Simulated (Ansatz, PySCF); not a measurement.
Pair of molecules: NH3 (SMILES N) (first 4 atoms) with SiH4 (SMILES [SiH4]); geometry from B3LYP-D3(BJ)/def2-TZVP, rigid monomers moved along the line of their centres of mass till N1···Si5 is 3.28 Å.
(charge 0, multiplicity 1):
```xyz
9

N      0.06953     0.16398    -0.00728
H     -0.74419     0.64334     0.35970
H      0.03779    -0.79277     0.32469
H      0.89049     0.60126     0.39447
Si    -0.00376     0.04415     3.27235
H      1.23144     0.73183     2.83469
H     -0.03715    -0.00998     4.75169
H     -0.02358    -1.33297     2.73074
H     -1.18603     0.78708     2.78195
```

Quantity: the interaction energy.

Monomers are frozen at their geometry in the pair; levels with a basis set take the counterpoise correction.

Frozen-core correlation. CBS: X⁻³ extrapolation of the correlation energy, Hartree–Fock from the larger set.

Codes used: Ansatz (an electronic-structure program); PySCF for the dispersion terms. Each number belongs to the level named beside it.

Costs are ratios of core time to PBE/def2-TZVPPD (roughly 3.0 s), for whole runs (searches for the state included, and forces where a run took them) on one shared machine, so rough; each difference counts from -3.9 meV (CCSD(T)/CBS(aug-cc-pV(D+d)Z, aug-cc-pV(T+d)Z), a level with limits of its own).

A star marks coupled-cluster runs past 200 virtual orbitals, where the program's memory plan changes under this machine's limit, so their costs aren't comparable with smaller runs.

```csv
level,basis functions,cost,difference (meV)
PBE/def2-TZVPPD,204,×1,27.2
PBE-D3(BJ)/def2-TZVPPD,204,×1,-26.1
PBE0/def2-TZVPPD,204,×1,29.8
PBE0-D3(BJ)/def2-TZVPPD,204,×1,-18.6
B3LYP/def2-TZVPPD,204,×1,83.0
B3LYP-D3(BJ)/def2-TZVPPD,204,×1,-6.3
r2SCAN/def2-TZVPPD,204,×1,0.3
r2SCAN-D3(BJ)/def2-TZVPPD,204,×1,-16.9
wB97X-V/def2-TZVPPD,204,×3,3.6
wB97M-V/def2-TZVPPD,204,×4,-4.1
CCSD(T)/aug-cc-pV(D+d)Z,118,×4,38.7
CCSD(T)/aug-cc-pV(T+d)Z,262,×300*,10.1
```

With a budget of 100 times the cost of PBE/def2-TZVPPD, the closest level: r2SCAN/def2-TZVPPD, at 0.3 meV; next is wB97X-V/def2-TZVPPD at 3.6 meV.

With a budget of 30 times the cost of PBE/def2-TZVPPD, the closest level: r2SCAN/def2-TZVPPD, at 0.3 meV; next is wB97X-V/def2-TZVPPD at 3.6 meV.
